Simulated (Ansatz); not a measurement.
`[F][Hf]([F])([I])[I]`, charge 0, multiplicity 1.

Task: Give a relaxed structure at PBE0-D4/def2-TZVP (Ansatz). (Estimate.)

Result: Ansatz gave: 
Z-matrix (Å, degrees):
```
Hf
F 1 1.881
I 1 2.698 2 109.5
I 1 2.698 2 109.5 3 121.9
F 1 1.881 2 107.9 3 -119.1
```
Point group C2v.
